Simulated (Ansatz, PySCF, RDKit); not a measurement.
Torsion H4–O1–B2–O3 in BH3O2 (SMILES OBO); at each angle all else is relaxed with GFN2-xTB, and the levels are single points there.
Geometry at 0° (charge 0, multiplicity 1):
| atom | x (Å) | y (Å) | z (Å) |
|---|---|---|---|
| O | -1.2513 | -0.2707 | -0.3954 |
| B | -0.2030 | 0.5510 | -0.2532 |
| O | 0.3459 | 0.7110 | 0.9771 |
| H | -1.5306 | -0.6894 | 0.4210 |
| H | 0.1890 | 1.0963 | -1.2182 |
| H | 1.0912 | 1.3033 | 1.0435 |

On the grid 0° to 330°, 270° is the highest and 0° the lowest point at CCSD(T)/CBS(cc-pVTZ, cc-pVQZ).

Cores are frozen in the correlated methods. CBS: X⁻³ extrapolation of the correlation energy, Hartree–Fock from the larger set. Rows in 6-31G*, STO-3G carry no dispersion term and start afresh at each structure (6-31G* with six Cartesian d functions).

Run with Ansatz (a program for electronic structure) with Gaussian orbitals; PySCF for 6-31G* rows, STO-3G rows, the dispersion terms; RDKit for the force fields. Values without a source in brackets are computed.

| level | energy at 270° less that at 0° (meV) |
|---|---|
| UFF | -259.0 |
| HF/STO-3G | 727.8 |
| PBE-D3(BJ)/def2-TZVPP | 456.7 |
| BP86/6-31G* | 506.3 |
| r2SCAN/def2-TZVPP | 460.8 |
| MP2/cc-pVDZ | … |
| MP2/CBS(cc-pVTZ, cc-pVQZ) | 464.6 |
| CCSD/cc-pVQZ | 465.2 |
| CCSD(T)/CBS(cc-pVTZ, cc-pVQZ) | 466.2 |

Question: Some entries are withheld; supply them.

Answer: 
- MP2/cc-pVDZ, energy at 270° less that at 0° (meV): 522.9
